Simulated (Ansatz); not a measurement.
Molecule: I2, net charge -1, doublet state. 
Structure (B3LYP-D3(BJ)/def2-TZVP (Ansatz, a first-principles code) minimum search):
```
I
I 1 3.3304
```
Charge -1, spin multiplicity 2.

Question: Give the harmonic wavenumbers at B3LYP-D3(BJ)/def2-TZVP (Ansatz, finite differences of forces, unscaled).

Answer: 92 cm⁻¹. Zero-point energy 0.1 kcal/mol.

Question: From these and the geometry, give the ideal-gas thermochemistry at 298.15 K and 1 atm (rigid rotor, harmonic oscillator).

Answer: Point group D∞h, rotational symmetry number 2. Rotational constants 0.7181, 0.7181 GHz. S(trans) 42.49, S(rot) 18.62, S(vib) 3.62, S(elec, spin only) 1.38, S 66.1 cal/(mol K). H(298) - H(0) 2.54 kcal/mol; G - E(el) -17.0 kcal/mol.
